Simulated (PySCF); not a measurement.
```xyz
3
charge 0 multiplicity 1, angstrom
Zr   -0.0203    0.2204    0.0000
N     0.0001   -1.4703    0.0000
H     1.7957    0.7703    0.0000
```

All numbers come from PBE0 in PySCF with Zr def2-TZVP with ECP28, N def2-TZVP, H def2-TZVP; scalar-relativistic core potentials, no spin–orbit coupling; density-fitted integrals.

This geometry of HZrN is a stationary point at this level.

**Question.** What is the point group?

**Answer.** Cs.

**Question.** Is it a minimum?

**Answer.** Yes: all harmonic wavenumbers are real.

**Question.** Which band is strongest in the infrared?

**Answer.** 1556 cm⁻¹ (a'), 283 km/mol.

**Question.** What is the atomisation energy, with and without zero-point energy?

**Answer.** 831 kJ/mol without, 812 kJ/mol with.

Stability towards spin polarisation was not tested. Other isomers or separated fragments may lie lower.
